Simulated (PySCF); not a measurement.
**Nuclear quadrupole coupling in `CNN([SiH3])CC(C)(C)C`**

Species: C6H18N2Si.
Numbering: `[CH3:1][NH:2][N:3]([SiH3:4])[CH2:5][C:6]([CH3:7])([CH3:8])[CH3:9]` (hydrogens: H10, H11, H12 on C1; H13 on N2; H14, H15, H16 on Si4; H17, H18 on C5; H19, H20, H21 on C7; H22, H23, H24 on C8; H25, H26, H27 on C9)

Geometry (GFN2-xTB, Å), atoms numbered from 1 in this order:
```xyz
27
C6H18N2Si angstrom
C      2.6739   -1.2396    0.6297
N      1.6011   -0.8793   -0.2810
N      1.0604    0.4075   -0.0385
Si     1.9670    1.8452   -0.3166
C     -0.1209    0.3718    0.7930
C     -1.4022   -0.0966    0.0665
C     -2.6053    0.2742    0.9387
C     -1.5193    0.6066   -1.2851
C     -1.3772   -1.6120   -0.1380
H      3.5398   -0.5670    0.5738
H      2.9904   -2.2545    0.3961
H      2.2854   -1.2196    1.6473
H      1.9515   -0.8939   -1.2366
H      2.7602    1.5509   -1.5145
H      2.8879    2.2396    0.7653
H      0.9928    2.9115   -0.5221
H      0.0525   -0.2812    1.6569
H     -0.2819    1.3843    1.1668
H     -3.5260   -0.0841    0.4835
H     -2.6793    1.3534    1.0565
H     -2.5166   -0.1728    1.9268
H     -1.5101    1.6865   -1.1558
H     -0.6866    0.3321   -1.9260
H     -2.4462    0.3231   -1.7788
H     -0.4884   -1.8995   -0.6906
H     -1.3630   -2.1245    0.8217
H     -2.2598   -1.9356   -0.6861
```

Field gradients from the PBE0/pcSseg-1 density (PySCF, non-relativistic), principal values in atomic units, ordered |Vxx| ≤ |Vyy| ≤ |Vzz|:

| atom | Vxx | Vyy | Vzz |
| --- | --- | --- | --- |
| N2 | 0.3995 | 1.0128 | -1.4123 |
| N3 | 0.3216 | 1.0461 | -1.3677 |

Question: Find the asymmetry η = (Vxx − Vyy)/Vzz and the couplings χ = eQV/h (234.96 MHz × Q in barn × V in au), with Q(14N) = 0.02044 b.

Answer: 
| atom | environment | nucleus | η | χzz (MHz) | χxx (MHz) | χyy (MHz) |
| --- | --- | --- | --- | --- | --- | --- |
| N2 | hydrazine nitrogen | 14N | 0.43 | -6.78 | 1.92 | 4.86 |
| N3 | hydrazine nitrogen | 14N | 0.53 | -6.57 | 1.54 | 5.02 |

The tensor is traceless: Vxx + Vyy + Vzz = 0.

Question: What is Vzz at N3 in SI units (1 au = 9.71736 × 10²¹ V/m²)?

Answer: -1.3677 au = -13.290 × 10²¹ V/m².

Question: And the gradient at the other heavy atoms, for which no coupling is worked out here?

Answer: 
```tsv
atom	environment	Vzz (au)	η
C1	N-methyl carbon	0.202	0.15
Si4	SiH3 silicon	0.278	0.11
C5	sp3 carbon bound to nitrogen	0.221	0.16
C6	quaternary sp3 carbon	-0.022	0.38
C7	methyl carbon	0.031	0.10
C8	methyl carbon	0.042	0.74
C9	methyl carbon	-0.075	0.82
```

Were the hydrogens deuterons (Q(2H) = 0.00286 b), χzz would run from 103 kHz (H15) to 256 kHz (H13).

Isolated species at its GFN2-xTB geometry (one conformer only). GFN2-xTB bond lengths can be off by several hundredths of an ångström, more for odd bonds, and the gradients follow them. The basis is small and wasn't made for field gradients, so the couplings can be 20 % off.

These values come from a run that also computed NMR shieldings. Hardware: Arm Neoverse V1, one thread, shared host with 64 logical CPUs at a one-minute load of 28. Cost: 65 s, 1.2 GiB resident at most.
